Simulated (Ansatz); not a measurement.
Ansatz results at the PBE0-D4/def2-TZVP geometry: size of the dipole moment (B3LYP/def2-TZVPP) 0.94 D; LUMO energy (ωB97M-V/def2-TZVPP) 2.46 eV; LUMO energy (PBE/def2-TZVPP) -0.06 eV.

Each molecule was computed in one conformer, which needn't be the lowest.

(1) Which molecule gave them?
A. `C/N=C(/O)F`
B. `NC1(F)CO1`
C. `OB(O)[SiH3]`
D. `N=COCF`

## Answers

(1) A. The others give `OB(O)[SiH3]`: 3.28, 1.57, -1.00; `NC1(F)CO1`: 1.98, 2.48, 0.29; `N=COCF`: 1.14, 2.42, -0.93.

B3LYP here is the variant with VWN-RPA as its local correlation; programs differ in this.
